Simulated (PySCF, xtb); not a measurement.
C3H7BF2O, SMILES CO[C@H](C)B(F)F. The values are those of a single conformer.

Harmonic wavenumbers (cm⁻¹) from GFN2-xTB run with xtb at its own minimum, in rising order: 27, 81, 130, 174, 182, 257, 334, 350, 421, 491, 576, 736, 902, 1003, 1035, 1068, 1115, 1130, 1157, 1222, 1270, 1307, 1322, 1390, 1403, 1469, 1480, 1493, 1495, 2774, 2905, 2932, 3029, 3040, 3049, 3056.

Q: What does B3LYP-D3(BJ)/def2-SVP in PySCF 2.14.0 give at its own minimum? (An estimate is asked for; the answer gives what the named calculation found.)

A: 33, 79, 158, 185, 208, 263, 351, 371, 447, 536, 656, 773, 884, 1003, 1048, 1100, 1174, 1176, 1213, 1244, 1327, 1381, 1415, 1439, 1455, 1463, 1478, 1481, 1494, 2908, 2964, 3026, 3037, 3119, 3122, 3128. Paired by order, the mean absolute difference is 39 cm⁻¹ and the zero-point energies are 65.5 and 67.4 kcal/mol.
